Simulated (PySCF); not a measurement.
# Correlation energy of F (fluorine, neutral)

[He] 2s1 2p6, 2S determinant (an excited configuration). Computed with PySCF 2.14 in aug-cc-pCVTZ-DK (7s6p4d2f, 59 functions), with the spin-free X2C one-electron Hamiltonian (Gaussian nucleus). Frozen: nothing; 9 electrons correlated.

```
  level  correlation energy (mhartree)
   CCSD                        -384.08
    (T)                         -55.48
CCSD(T)                        -439.56
```

Diagnostics: T1 = 0.032, D1 = 0.1320, largest double amplitude 0.353.

T1 exceeds 0.03, a sign that the reference determinant is poor. A double-excitation amplitude exceeds 0.15, a sign of near-degeneracy.

Cost of the coupled-cluster step: about 19 core-seconds, for 9 correlated electrons.
